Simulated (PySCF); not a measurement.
KBr₂⁻ (singlet). All numbers come from PBE0 in PySCF with K def2-TZVPD, Br def2-TZVPD; no relativity; density-fitted integrals.

Harmonic bands of its minimum:

| ω (cm⁻¹) | IR (km/mol, summed over degenerate members) | degeneracy |
| --- | --- | --- |
| 34 | 46.1 | 2 |
| 97 | 0.0 | 1 |
| 199 | 58.0 | 1 |

Problem. The central atom is K. Infer the point group and assign the bands.

Solution. D∞h. The modes span πu + σg+ + σu+: 34 πu, 97 σg+, 199 σu+. The computed geometry has K–Br 3.029 Å (×2); Br–K–Br 180.0°.

Only a few start shapes were tried, so a lower isomer may exist. The lowest empty level of this anion is unbound, so it and the gap depend on the basis.
